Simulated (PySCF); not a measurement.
Two-dimensional NMR puzzle

Compound of formula C₅H₆OP₂. Correlations simulated from computed shifts and the bond graph:

HSQC (one-bond C–H):
| δH | δC |
| --- | --- |
| 9.66 | 166.3 |
| 9.19 | 156.9 |
| 9.17 | 152.6 |
| 4.22 | 59.0 |

COSY cross peaks (H two or three bonds apart, from the bond graph; peaks can be absent where the dihedral angle is near 90°):
| δH | δH |
| --- | --- |
| 9.66 | 9.19 |

HMBC (two and three bonds, from the bond graph):
| δH | δC |
| --- | --- |
| 9.66 | 203.3, 156.9 |
| 9.19 | 166.3, 152.6 |
| 9.17 | 203.3, 156.9 |
| 4.22 | 203.3 |

Carbons without hydrogens: δ 203.3.

- σ from GIAO-PBE0/pcSseg-1
- GFN2-xTB geometry
- code: PySCF 2.14
- one conformer, no solvent, non-relativistic, one averaged value for each set of equivalent atoms

δ = σ(ref) − σ, references computed at the same level: 1H (σ = 31.72 ppm), 13C (σ = 186.93 ppm) against TMS.

Exchangeable hydrogens are left out of these lists.

Work out the connectivity.

## Answers

SMILES COc1cpccp1.

Structure with atom numbers: `[CH3:1][O:2][c:3]1[cH:4][p:5][cH:6][cH:7][p:8]1`. Hydrogens are named by the atom that carries them.

δC 203.3 is C3, an aromatic carbon bearing oxygen. δC 166.3 is C7, an aromatic CH (δH 9.66). δC 156.9 is C6, an aromatic CH (δH 9.19). δC 152.6 is C4, an aromatic CH (δH 9.17). δC 59.0 is C1, a methyl carbon bonded to O (δH 4.22). HMBC from δH 9.66 reaches the proton-free carbon C3. HMBC from δH 9.17 reaches the proton-free carbon C3. HMBC from δH 4.22 reaches the proton-free carbon C3. COSY links 9.66–9.19.

The data come from this structure; uniqueness wasn't tested.

Shifts are as computed. Against solution values, carbons near 30 ppm lie about +3 ppm off and those near 130 ppm about +5 ppm. Of 1211 compounds with measured shifts, 218 miss one by over three times the rms of a fit or turn the order of signals round; such compounds aren't used in these exercises.
